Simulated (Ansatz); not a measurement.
Cartesian coordinates in Å:
```
O -1.106 -0.009 2.578
Sc 0.315 0.446 1.496
Cl 2.196 1.498 2.347
O 0.232 0.045 -0.334
Si 0.094 -0.335 -1.916
H -1.878 -0.275 3.069
H -1.148 0.260 -2.479
H 1.261 0.183 -2.679
H 0.033 -1.813 -2.083
```

The species carries charge 0 and has multiplicity 1.

Question: List the ωB97M-V/def2-TZVPP orbital energies in eV (Ansatz 0.2.0). (An estimate is asked.)

Answer: The calculation gave: Occupied: -4412.63, -2770.95, -1807.25, -526.00, -525.81, -486.59, -400.96, -400.90, -400.89, -261.36, -198.76, -198.75, -198.73, -148.24, -102.38, -102.35, -102.34, -62.00, -39.79, -39.67, -39.60, -29.73, -29.28, -24.32, -17.62, -16.48, -14.09, -13.39, -13.37, -12.27, -12.22, -11.72, -11.20, -11.20, -11.10, -10.84. Lowest empty: -0.64, 0.89, 1.30, 1.34, 1.60, 2.00, 2.08, 2.33.
